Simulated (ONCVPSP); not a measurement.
Pseudopotential generation for indium: ONCV, LDA (Perdew-Wang 92), scalar-relativistic.

The input file (ONCVPSP 4.0.1):

```
# ATOM AND REFERENCE CONFIGURATION
# atsym  z   nc   nv     iexc    psfile
  In 49.00    6    5  -001012      upf
#
#   n    l    f
    1    0    2.00
    2    0    2.00
    2    1    6.00
    3    0    2.00
    3    1    6.00
    3    2   10.00
    4    0    2.00
    4    1    6.00
    4    2   10.00
    5    0    2.00
    5    1    1.00
#
# PSEUDOPOTENTIAL AND OPTIMIZATION
# lmax
    2
#
#   l,   rc,      ep,       ncon, nbas, qcut
    0    1.30    0.00    4    7    9.70
    1    1.20    0.00    3    7   13.70
    2    1.60    0.00    4    9   10.10
#
# LOCAL POTENTIAL
# lloc, lpopt,  rc(5),   dvloc0
    4    5    0.95    0.00
#
# VANDERBILT-KLEINMAN-BYLANDER PROJECTORs
# l, nproj, debl
    0    2    2.10
    1    2    0.80
    2    2    1.70
#
# MODEL CORE CHARGE
# icmod, fcfact, rcfact
    0    0.00    0.00
#
# LOG DERIVATIVE ANALYSIS
# epsh1, epsh2, depsh
   -6.00    5.00    0.04
#
# OUTPUT GRID
# rlmax, drl
    6.00    0.01
#
# TEST CONFIGURATIONS
# ncnf
    4
# nvcnf
#   n    l    f
    5
    4    0    2.00
    4    1    6.00
    4    2   10.00
    5    0    2.00
    5    1    0.00
#
    5
    4    0    2.00
    4    1    6.00
    4    2   10.00
    5    0    1.00
    5    1    0.00
#
    5
    4    0    2.00
    4    1    6.00
    4    2   10.00
    5    0    0.00
    5    1    0.00
#
    5
    4    0    2.00
    4    1    6.00
    4    2    9.00
    5    0    2.00
    5    1    1.00
#
```

Command:

```bash
oncvpsp.x < In.dat > In.out
```

The program printed (shortened: citation, most of the input echo, consistency checks and plot data are left out):

```
ONCVPSP  (Optimized Norm-Conservinng Vanderbilt PSeudopotential)
scalar-relativistic version 4.0.1

#   n    l    f        energy (Ha)
    1    0    2.00    -1.0187332E+03
    2    0    2.00    -1.5256709E+02
    2    1    6.00    -1.3702277E+02
    3    0    2.00    -2.8931181E+01
    3    1    6.00    -2.3840476E+01
    3    2   10.00    -1.5912643E+01
    4    0    2.00    -4.3903327E+00
    4    1    6.00    -2.8683547E+00
    4    2   10.00    -6.8785574E-01
    5    0    2.00    -3.1170944E-01
    5    1    1.00    -9.9150108E-02

Reference configufation results
  iterations    23
  all-electron total energy (Ha)   -5.87644709D+03

Begin loop to  construct optimized pseudo wave functions
and semi-local pseudopoentials for all angular momenta

Calculating optimized projector #   1

 for l=   0

    Fraction of norm inside rc  0.930827
    Optimizing pswf for qcut=   9.71 a_B^-1,  ecut=  47.12 Ha
    Residual kinetic energy error=  3.84D-06 Ha

    Energy error per electron        Cutoff
         Ha          eV             Ha
         0.01000     0.27211       28.28
         0.00100     0.02721       35.17
         0.00010     0.00272       40.74
         0.00001     0.00027       44.91

Calculating optimized projector #   2

 for l=   0

    Fraction of norm inside rc  0.051762
    Optimizing pswf for qcut=   9.71 a_B^-1,  ecut=  47.12 Ha
    Residual kinetic energy error=  4.38D-06 Ha

    Energy error per electron        Cutoff
         Ha          eV             Ha
         0.01000     0.27211       23.22
         0.00100     0.02721       32.57
         0.00010     0.00272       39.63
         0.00001     0.00027       45.08

Calculating optimized projector #   1

 for l=   1

    Fraction of norm inside rc  0.817139
    Optimizing pswf for qcut=  13.69 a_B^-1,  ecut=  93.73 Ha
    Residual kinetic energy error=  6.22D-08 Ha

    Energy error per electron        Cutoff
         Ha          eV             Ha
         0.01000     0.27211       45.30
         0.00100     0.02721       59.15
         0.00010     0.00272       69.83
         0.00001     0.00027       78.44

Calculating optimized projector #   2

 for l=   1

    Fraction of norm inside rc  0.021634
    Optimizing pswf for qcut=  13.69 a_B^-1,  ecut=  93.73 Ha
    Residual kinetic energy error=  4.00D-09 Ha

    Energy error per electron        Cutoff
         Ha          eV             Ha
         0.01000     0.27211       13.14
         0.00100     0.02721       43.43
         0.00010     0.00272       58.11
         0.00001     0.00027       69.20

   Wellstate for l =  2  n =  5
     eigenvalue =   1.0121
     asymptotic potential =   1.5121
     half-point radius =  2.8270

Calculating optimized projector #   1

 for l=   2

    Fraction of norm inside rc  0.818956
    Optimizing pswf for qcut=  10.09 a_B^-1,  ecut=  50.92 Ha
    Residual kinetic energy error=  2.64D-07 Ha

    Energy error per electron        Cutoff
         Ha          eV             Ha
         0.01000     0.27211       28.40
         0.00100     0.02721       35.18
         0.00010     0.00272       40.69
         0.00001     0.00027       45.32

Calculating optimized projector #   2

 for l=   2

    Fraction of norm inside rc  0.130765
    Optimizing pswf for qcut=  10.09 a_B^-1,  ecut=  50.92 Ha
    Residual kinetic energy error=  3.66D-07 Ha

    Energy error per electron        Cutoff
         Ha          eV             Ha
         0.01000     0.27211       26.57
         0.00100     0.02721       34.22
         0.00010     0.00272       40.50
         0.00001     0.00027       45.56

Construct Vanderbilt / Kleinmman-Bylander projectors

B matrix Hermiticity error, ll=   0
   1   2    6.6372E-04

  Orthonormal projector coefficients  2.0857E+01  2.9981E+00

B matrix Hermiticity error, ll=   1
   1   2    2.8565E-04

  Orthonormal projector coefficients  1.5454E+01  1.5873E+00

B matrix Hermiticity error, ll=   2
   1   2    2.7275E-04

  Orthonormal projector coefficients  3.9267E+00 -3.8174E+00

Pseudoatom total energy -189.226212

Diagnostic tests using Vanderbilt-Kleinman-Bylander pseudopotentials
  1 or more projectors used as specified by nproj input data

   l    rcore       rmatch      e in        delta e   norm test  slope test

   0   1.3073866   1.3470817  -4.3903327   0.0000034   1.0002548   1.0002459
   0   1.3073866   1.3470817  -0.3117094   0.0000116   1.0000710   1.0000586

   1   1.2023538   1.2388599  -2.8683547  -0.0000219   1.0002195   1.0002449
   1   1.2023538   1.2388599  -0.0991501   0.0000076   1.0001361   1.0001078

   2   1.6022688   1.6509171  -0.6878557  -0.0000289   1.0001557   1.0001488
   2   1.6022688   1.6509171   1.0121443  -0.0000442   1.0003007   1.0003007

 Testing for bound ghosts
   n   l    E NL Schr. Eq   E Basis Diag.   E Cutoff

   1   0       -4.390329       -4.390328    111.26
   2   0       -0.311698       -0.205774    111.26

   2   1       -2.868377       -2.868320    154.37
   3   1       -0.099142        0.239659    154.37

   3   2       -0.687885       -0.687577    172.92

 Testing for highly-localized positive-energy ghosts
       l    <radius>/rc     E Basis Diag.   E Cutoff

       0        0.506065        9.727688    111.26  WARNING - GHOST(+)

Test configuration 0

   n   l     f        eae           eps        diff
   1   0  2.0000-1018.73317002
   2   0  2.0000 -152.56709175
   2   1  6.0000 -137.02277039
   3   0  2.0000  -28.93118056
   3   1  6.0000  -23.84047632
   3   2 10.0000  -15.91264347
   4   0  2.0000   -4.39033271   -4.39032930    3.42D-06
   4   1  6.0000   -2.86835474   -2.86837661   -2.19D-05
   4   2 10.0000   -0.68785574   -0.68788460   -2.89D-05
   5   0  2.0000   -0.31170944   -0.31169789    1.16D-05
   5   1  1.0000   -0.09915011   -0.09914250    7.61D-06

    Total energies and differences
      AE_ref= -5.87644709D+03  AE_tst= -5.87644709D+03  dif=  0.00D+00
      PS_ref= -1.89226212D+02  PS_tst= -1.89226212D+02  dif=  1.42D-13
      PSP excitation error= -1.42D-13

Test configuration 1

   n   l     f        eae           eps        diff
   1   0  2.0000-1019.01264855
   2   0  2.0000 -152.84497095
   2   1  6.0000 -137.30084937
   3   0  2.0000  -29.20893365
   3   1  6.0000  -24.11824509
   3   2 10.0000  -16.19032424
   4   0  2.0000   -4.66820987   -4.66821543   -5.56D-06
   4   1  6.0000   -3.14633634   -3.14635507   -1.87D-05
   4   2 10.0000   -0.96492445   -0.96496340   -3.90D-05
   5   0  2.0000   -0.56235189   -0.56233288    1.90D-05

    Total energies and differences
      AE_ref= -5.87644709D+03  AE_tst= -5.87624171D+03  dif=  2.05D-01
      PS_ref= -1.89226212D+02  PS_tst= -1.89020795D+02  dif=  2.05D-01
      PSP excitation error= -3.76D-05

Test configuration 2

   n   l     f        eae           eps        diff
   1   0  2.0000-1019.40825158
   2   0  2.0000 -153.23585526
   2   1  6.0000 -137.69202763
   3   0  2.0000  -29.60032139
   3   1  6.0000  -24.50962038
   3   2 10.0000  -16.58139384
   4   0  2.0000   -5.05944798   -5.05993326   -4.85D-04
   4   1  6.0000   -3.53737936   -3.53762125   -2.42D-04
   4   2 10.0000   -1.35093552   -1.35105612   -1.21D-04
   5   0  1.0000   -0.88648238   -0.88648063    1.75D-06

    Total energies and differences
      AE_ref= -5.87644709D+03  AE_tst= -5.87551938D+03  dif=  9.28D-01
      PS_ref= -1.89226212D+02  PS_tst= -1.88298351D+02  dif=  9.28D-01
      PSP excitation error= -1.51D-04

Test configuration 3

psatom: WARNING lschvkbb convergence error n,l,iter=   3   1   5
ea(ii),et,emin,emax -1.175337E-01 -1.292871E-01 -1.292871E-01 -1.292871E-01
run_config: WARNING for fully non-local PS atom, stg. 1
 WARNING no output for configuration 4

Test configuration 4

   n   l     f        eae           eps        diff
   1   0  2.0000-1019.29225610
   2   0  2.0000 -153.13696355
   2   1  6.0000 -137.59194588
   3   0  2.0000  -29.49311528
   3   1  6.0000  -24.40243139
   3   2 10.0000  -16.47623071
   4   0  2.0000   -4.92440576   -4.92382296    5.83D-04
   4   1  6.0000   -3.39366624   -3.39306731    5.99D-04
   4   2  9.0000   -1.18117648   -1.18051134    6.65D-04
   5   0  2.0000   -0.65140592   -0.65142687   -2.10D-05
   5   1  1.0000   -0.38159727   -0.38158559    1.17D-05

    Total energies and differences
      AE_ref= -5.87644709D+03  AE_tst= -5.87551993D+03  dif=  9.27D-01
      PS_ref= -1.89226212D+02  PS_tst= -1.88299158D+02  dif=  9.27D-01
      PSP excitation error=  1.04D-04
```

The run took about 4.2 s on one core of a shared server CPU.
